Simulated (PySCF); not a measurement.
C₃H₁₁OSSi₂ (doublet state).
Structure used (GFN2-xTB), in Å, numbered top down from 1:
```
atom  x, y, z in Å
C1    -3.2992    0.9858    0.3934
C2    -2.4243   -0.0317   -0.1461
Si3   -0.6260    0.3790    0.4777
Si4    0.8947   -1.1790   -0.2910
O5     0.4322   -2.5826    0.3805
S6     2.9113   -0.8182    0.4103
C7     3.2394    0.7584   -0.4260
H8    -3.4019    1.9317   -0.1010
H9    -3.7056    0.8895    1.3810
H10   -2.4090   -0.0310   -1.2350
H11   -2.6817   -1.0291    0.2049
H12   -0.6918    0.4906    1.9420
H13   -0.3114    1.7301   -0.0223
H14    1.0732   -1.3765   -1.7373
H15    1.0476   -3.2925    0.5503
H16    2.5581    1.5172   -0.0526
H17    4.2639    1.0311   -0.1959
H18    3.1217    0.6331   -1.4978
```

The hyperfine couplings belong to this conformer and change with its torsions.

The species is `[CH2]C[SiH2][Si@H](O)SC` [radical].

Computed, not measured: UKS B3LYP, pcH-1 on C H O S Si, non-relativistic, mean-field spin-orbit, GIAO in PySCF. Isolated species at its GFN2-xTB geometry (one conformer only). The geometry wasn't refined by DFT: couplings that depend on bond lengths, twists or pyramidal angles can differ widely from those at the functional's own minimum. The SCF solution wasn't tested for stability.

(1) Give the principal g shifts and their parts.

(2) What are the electron Larmor frequencies g μB B/h along the three axes at 1200 mT?

(3) What effective moment and Curie constant follow for a powder?

(4) At 34.185 GHz, how far is the centre of the isotropic spectrum from where a free electron (g = 2.002319) resonates?

(5) In a frozen sample, at which fields do the three g values resonate at 9.5, 34, 94 and 263 GHz (hyperfine left aside), and which band first spreads them over more than twice a line width of 1.0 mT?

## Answers

(1) 
| Δg (ppm) | 1 | 2 | 3 |
| --- | --- | --- | --- |
| relativistic mass correction | -149 | -149 | -149 |
| gauge correction | 11 | 30 | 13 |
| orbital Zeeman/spin–orbit | -261 | 345 | 1008 |
| total | -399 | 226 | 872 |

So g = 2.00192, 2.00255, 2.00319 and g_iso = 2.00255; the tensor is rhombic: the two nearest values differ by 49 % of g3 − g1. 

(2) 33.6232, 33.6337, 33.6446 GHz for g1, g2 and g3, a range of 21.3 MHz.

(3) With the mean of g² = 4.0102 and S(S+1) = 0.75: μ_eff = √(⟨g²⟩S(S+1)) = 1.734 μB and χT = 0.12505·⟨g²⟩·S(S+1) = 0.376 cm³ K/mol (cgs; spin-Hamiltonian part alone).

(4) B = hν/(g μB) with μB/h = 13.99624 MHz/mT gives 1219.81 mT for the free electron and 1219.66 mT at g_iso, 0.14 mT lower.

(5) 
```csv
band,GHz,B(g3) mT,B(g2) mT,B(g1) mT,spread mT
X,9.5,338.84,338.95,339.05,0.22
Q,34.0,1212.68,1213.07,1213.45,0.77
W,94.0,3352.69,3353.78,3354.82,2.13
J,263.0,9380.41,9383.44,9386.36,5.96
```

The spread grows in proportion to the frequency. W band is the first where it exceeds 2.0 mT.

The Mulliken spin populations are largest on C1 (+0.99), Si3 (+0.08) and C2 (-0.07). No atom but C1 exceeds +0.15. The positive populations add up to 1.16 and the negative ones to -0.16, together 2S = 1. The angles at C1 add up to 359.0°, so it is planar; its axial dipolar tensor and the negative couplings of its protons fit spin in a p orbital normal to that plane.

The HOMO–LUMO gaps are 4.43 eV among the α and 4.73 eV among the β orbitals.

Time: 2.1 min of wall time (grids of density and orbitals included); peak memory 1.1 GiB. Hardware: Arm Neoverse V1, one thread, no GPU, shared host with 32 logical CPUs at a one-minute load of 12.
